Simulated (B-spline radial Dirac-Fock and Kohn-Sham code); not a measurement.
**Pb: input and output of one calculation**

ΔSCF core binding energies without Breit or QED terms, calculated with a radial finite-basis atomic code.

Input (task.json):

```json
{"items": [{"Z": 82, "q": 0, "cfg": [[1, 0, 2], [2, 0, 2], [2, 1, 6], [3, 0, 2], [3, 1, 6], [3, 2, 10], [4, 0, 2], [4, 1, 6], [4, 2, 10], [4, 3, 14], [5, 0, 2], [5, 1, 6], [5, 2, 10], [6, 0, 2], [6, 1, 2]], "A": 208, "rrms": 5.5012, "do": "settings", "holes": ["K", "L3", "M5"],
  "settings": [{"rel": "dirac", "method": "hf", "nuc": "sphere", "radius_factor": 1.0, "rmax": 45.0, "h": 0.12, "order": 8, "points": 10, "c_factor": 1.0, "maxit": 60, "damp": 0.2, "ndamp": 3, "tol": 1e-08}]}]}
```

Command: `python xray2_run.py task.json out`

Ground-state iterations:

```
iter   energy (Ha)        error
   1   -20912.12142747  9.08e-01
   2   -20912.77858928  1.01e-01
   3   -20913.44170329  6.04e-02
   4   -20913.62401528  3.16e-02
   5   -20913.63761166  2.87e-02
   6   -20913.69160341  2.68e-04
   7   -20913.69161048  5.18e-05
   8   -20913.69161102  2.26e-05
   9   -20913.69161108  1.54e-06
  10   -20913.69161108  1.60e-07
```

The ground state converged in 10 iterations, with total energy -20913.69161 Ha, virial ratio 1.86032 and highest orbital energy -5.98 eV. ΔSCF binding energies: K (1s) 88500.2 eV, L3 (2p3/2) 13080.8 eV, M5 (3d5/2) 2494.8 eV.
